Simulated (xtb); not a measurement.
xtb input (GFN2-xTB):

```bash
xtb mol.xyz --gfn 2 --ohess tight --chrg 0 --uhf 0
```
mol.xyz:
```
4

B      0.03535116     0.01989513    -0.00014283
H     -1.11733823    -0.07131773    -0.29820907
H      0.44869700    -0.52517811     0.93542380
H      0.72144194     0.68306493    -0.66115415
```

End of the output:

```
   ------------------------------------------------------------------------

         :::::::::::::::::::::::::::::::::::::::::::::::::::::
         ::                  THERMODYNAMIC                  ::
         :::::::::::::::::::::::::::::::::::::::::::::::::::::
Note: The following floating-point exceptions are signalling: IEEE_DENORMAL
normal termination of xtb
         :: total free energy          -2.731769931846 Eh   ::
         ::.................................................::
         :: total energy               -2.740121609785 Eh   ::
         :: zero point energy           0.025820418988 Eh   ::
         :: G(RRHO) w/o ZPVE           -0.017468741049 Eh   ::
         :: G(RRHO) contrib.            0.008351677939 Eh   ::
         :::::::::::::::::::::::::::::::::::::::::::::::::::::

optimized geometry written to: xtbopt.xyz

           -------------------------------------------------
          | TOTAL ENERGY               -2.740121609785 Eh   |
          | TOTAL ENTHALPY             -2.710428408450 Eh   |
          | TOTAL FREE ENERGY          -2.731769931846 Eh   |
          | GRADIENT NORM               0.000999585415 Eh/α |
          | HOMO-LUMO GAP               4.494960805915 eV   |
           -------------------------------------------------

------------------------------------------------------------------------
------------------------------------------------------------------------
 total:
 SCF:
 ANC optimizer:
 analytical hessian:
```
